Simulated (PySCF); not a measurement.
An unknown is described by computed data only.

Formula: C3H5F3S.

- 13C NMR: chemical shifts (computed TMS as zero) by class: 138.5 (1 C), 29.2 (1 C), 12.5 (1 C) ppm [GIAO PBE0/pcSseg-1]
- UV, first state: lowest singlet excitation: 5.60 eV (221 nm, f = 0.000) [TDDFT CAM-B3LYP/def2-SVPD]
- Rotational structure: rotational constants A, B, C: 4.287, 1.309, 1.231 GHz [PBE0-D3(BJ)/def2-SVP]
- Dipole: 2.68 D [CAM-B3LYP/def2-SVPD]
- 1H NMR: chemical shifts (computed TMS as zero) by class: 2.86 (2 H), 1.31 (3 H) ppm [GIAO PBE0/pcSseg-1]
- Triplet: lowest triplet excitation (Tamm–Dancoff): 5.05 eV [TDA CAM-B3LYP/def2-SVPD]

Gas-phase values; electronic properties from PySCF, density fitting. Levels stand in brackets. The structure is a single PBE0-D3(BJ)/def2-SVP conformer in the gas phase; no vibrational or solvent corrections. NMR values are class means; diastereotopic atoms form classes of their own.

Question: What is the compound? Reason from the data.

Answer: Numbering: `[CH3:1][CH2:2][S:3][C:4]([F:5])([F:6])[F:7]`. Its formula, C3H5F3S, gives 0 degrees of unsaturation, so no ring and no π bond. 3 carbons fall into 3 classes; from least to most shielded: CF3 carbon [C4] (138.5 ppm), sp3 carbon bound to sulfur [C2] (29.2 ppm), methyl carbon [C1] (12.5 ppm). Hydrogen classes from least to most shielded: 2 H on an sp3 carbon bound to sulfur, C2 (2.86 ppm), 3 H on a methyl carbon, C1 (1.31 ppm). By its constants the optimised geometry is an asymmetric top. Structure: `S(CC)C(F)(F)F`. Computed isomers that give other values at the same levels: `C[C@@H](S)C(F)(F)F` (rotational constant A: 3.038 GHz; this holds for the one conformer computed). The assignments are read from this structure; whether some other isomer fits the data as well wasn't checked.

Conformer computed: `[CH3:1][CH2:2][S:3][C:4]([F:5])([F:6])[F:7]`: C1–C2–S3–C4 179°, C2–S3–C4–F5 -59°.
